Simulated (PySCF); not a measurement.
A GIAO shielding run with PySCF 2.14.0 with density-fitted response routines (density fitting, non-relativistic, gas phase) on SMILES O=C1CC=CO[Si@@H]1CCl, C₅H₇ClO₂Si:

```
$ OMP_NUM_THREADS=1 python probes_run.py task.json out

{"job": {"kind": "nmr", "xc": "PBE0", "basis": "pcSseg-1"}, "charge": 0, "multiplicity": 1}
O     -0.463697    -2.190766     1.333751
C     -0.415295    -1.156767     0.711068
C     -1.531461    -0.742769    -0.226875
C     -1.869820     0.717293    -0.198478
C     -1.005831     1.693659     0.027836
O      0.316659     1.520967     0.293953
Si     1.011400     0.128728     0.788038
C      2.407736    -0.304993    -0.443573
Cl     1.705909    -0.719998    -2.032870
H     -1.163722    -0.996191    -1.230850
H     -2.418151    -1.351987    -0.038039
H     -2.893998     0.976443    -0.413871
H     -1.284733     2.737814     0.014632
H      1.526084     0.330143     2.136888
H      2.989629    -1.164164    -0.122435
H      3.081693     0.531531    -0.610585
```

Hardware: 1 thread of an Arm Neoverse N1, shared host. The job also computes population analyses, field gradients, ring-centre shieldings.

(1) How large is the calculation?

(2) How long does it take, and how much memory does it need?

## Answers

(1) 84 electrons, 202 basis functions and 1093 auxiliary functions.

(2) 82 s of wall time, with 14 SCF cycles and 5 response iterations; peak memory 0.91 GiB. Times on a shared host scatter by some tens of per cent.
